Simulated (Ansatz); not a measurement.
F3H3O3Si2 (`O[SiH](O)O[Si](F)(F)F`). Total charge 0; spin multiplicity 1.

| atom | x (Å) | y (Å) | z (Å) |
| --- | --- | --- | --- |
| O1 | 1.319 | 0.474 | 1.929 |
| Si2 | 0.924 | -0.445 | 0.648 |
| O3 | -0.253 | -1.533 | 0.957 |
| O4 | 0.298 | 0.470 | -0.555 |
| Si5 | -0.930 | 0.734 | -1.532 |
| F6 | -0.580 | 1.915 | -2.504 |
| F7 | -1.270 | -0.526 | -2.403 |
| F8 | -2.221 | 1.137 | -0.732 |
| H9 | 0.645 | 1.015 | 2.345 |
| H10 | 2.182 | -1.058 | 0.201 |
| H11 | -0.114 | -2.183 | 1.647 |

What are the harmonic wavenumbers in cm⁻¹ at PBE0-D4/def2-TZVP (Ansatz, finite differences of forces, unscaled)? (Best estimate.)

The calculation gave: 17, 31, 45, 205, 213, 222, 258, 300, 326, 362, 371, 412, 440, 623, 769, 783, 844, 864, 900, 951, 978, 1003, 1009, 1181, 2313, 3918, 3933.

Is this a minimum?

Yes, all 27 modes are real.

Give the ideal-gas thermochemistry at 298.15 K and 1 bar (rigid rotor, harmonic oscillator; point group C1, symmetry number 1).

Zero-point energy 139.2 kJ/mol; H(298) − E = 168.7 kJ/mol; entropy 438.0 J/(mol·K), of which translation 172.5, rotation 123.8, vibration 141.7; G(298) − E = 38.1 kJ/mol. Modes under 100 cm⁻¹ are hindered rotations or soft bends, so the harmonic entropy is rough.

And at 400, 500, 600, 800 and 1000 K?


```json
{"T (K)": "400", "H − E (kJ/mol)": "185.3", "S (J/mol/K)": "485.8", "G − E (kJ/mol)": "-9.0"}
{"T (K)": "500", "H − E (kJ/mol)": "203.6", "S (J/mol/K)": "526.5", "G − E (kJ/mol)": "-59.6"}
{"T (K)": "600", "H − E (kJ/mol)": "223.2", "S (J/mol/K)": "562.2", "G − E (kJ/mol)": "-114.1"}
{"T (K)": "800", "H − E (kJ/mol)": "265.0", "S (J/mol/K)": "622.2", "G − E (kJ/mol)": "-232.8"}
{"T (K)": "1000", "H − E (kJ/mol)": "309.2", "S (J/mol/K)": "671.4", "G − E (kJ/mol)": "-362.3"}
```
